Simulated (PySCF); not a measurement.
Dipole moment and polarisability of `C[C@H]([SiH3])[SiH2]F`

C2H9FSi2.
Numbering: `[CH3:1][C@H:2]([SiH3:3])[SiH2:4][F:5]` (hydrogens: H6, H7, H8 on C1; H9 on C2; H10, H11, H12 on Si3; H13, H14 on Si4)

Geometry (GFN2-xTB, Å), atoms numbered from 1 in this order:
```xyz
14
C2H9FSi2 angstrom
C     -1.026   -1.158   -0.133
C     -0.052   -0.121    0.435
Si    -0.716    1.645    0.171
Si     1.696   -0.369   -0.259
F      2.148   -1.886    0.067
H     -2.012   -1.056    0.318
H     -1.136   -1.036   -1.209
H     -0.672   -2.171    0.055
H      0.006   -0.284    1.518
H     -2.047    1.756    0.774
H      0.191    2.605    0.801
H     -0.814    1.922   -1.264
H      1.741   -0.293   -1.712
H      2.694    0.447    0.415
```

Level: CAM-B3LYP/def2-SVPD (PySCF), static field, nuclei fixed, core orbitals frozen in the response. The polarisability tensor in these axes (au):

```
x   81.45 -2.90 -1.54
y   -2.90 79.29  2.04
z   -1.54  2.04 68.22
```

Task: What are the eigenvalues, a third of the trace, and Δα (Δα² = ½Σ(αi − αj)² over the three pairs)?

Result: Principal values 67.77, 77.34 and 83.84 au; mean 76.32 au = 11.31 Å³ = 12.58 × 10⁻⁴⁰ C²·m²/J; Δα = 14.00 au (18 % of the mean).

Task: What is the dipole moment, and where does it point?

Result: (-1.10, 1.07, 0.07) D, 1.53 D in size, pointing from the negative to the positive side. Measured along this direction, the outermost atoms are F5 at the negative end and H10 at the positive end.

Task: In a dilute gas of rigid molecules at 500 K, how does the orientational term μ²/3kT compare with the electronic polarisability?

Result: In Gaussian units μ²/3kT = 11.34 Å³ against 11.31 Å³, a ratio of 1.00; the Debye molar polarisation (4π/3)N_A(α + μ²/3kT) is 57.1 cm³/mol, leaving out the vibrational part.

Task: In TDDFT the mean static polarisability is Σ f/ω² over all singlet excitations (ω in hartree). How much of it do the 8 lowest give? Their energies (eV) and oscillator strengths: 7.24, 0.0036; 7.77, 0.0199; 8.08, 0.0092; 8.21, 0.0139; 8.50, 0.0021; 8.57, 0.0027; 8.66, 0.2495; 8.78, 0.0014.

Result: They add up to 3.08 au, 4.0 % of the 76.32 au; the largest single term is 2.47 au, from the state at 8.66 eV. Terms in order: 0.05, 0.24, 0.10, 0.15, 0.02, 0.03, 2.47, 0.01 au. Higher excitations give the rest. The strengths listed sum to 0.302.

Task: Find the Langevin capture rate constant for H3O+ (19.018 u) meeting this molecule (108.023 u), k = 2.342 × 10⁻⁹ cm³/s × √(α in Å³ / reduced mass in u).

Result: The reduced mass is 16.17 u, so k = 1.96 × 10⁻⁹ cm³/s. The formula leaves out the permanent dipole, which adds to the capture rate.

Task: Give the principal axes and the span of the nuclei along them.

Result: Largest value along (0.80, -0.58, -0.15), where the nuclei span 5.58 Å; middle along (0.59, 0.80, 0.08), 4.39 Å; least along (0.08, -0.15, 0.98), 3.14 Å. The response follows the extents in order.

The structure is a single GFN2-xTB conformer in the gas phase; no vibrational or solvent corrections.
